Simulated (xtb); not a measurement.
I, doublet. Base run: GFN2-xTB in xtb.

The xtb input:
```
$ xtb mol.xyz --gfn 2 --uhf 1 --json

# file mol.xyz
1

I      0.00000000     0.00000000     0.00000000
```

Each row names what was changed in the base input (with any setting that the change needs).

| change | ΔE vs base (kcal/mol) | SCF cycles |
|---|---|---|
| base | 0.000 | 3 |
| etemp = 10000 | -36.96 | 16 |
| alpb = cs2 | -2.43 | 3 |
| acc = 0.0001 | 0.000 | 3 |
| etemp = 5000 | -17.83 | 3 |
| acc = 1000 | 0.000 | 3 |
| file = coord | 0.000 | 3 |

ALPB and GBSA are two models with their own fitted parameters for each solvent, which aren't always the measured dielectric constant.
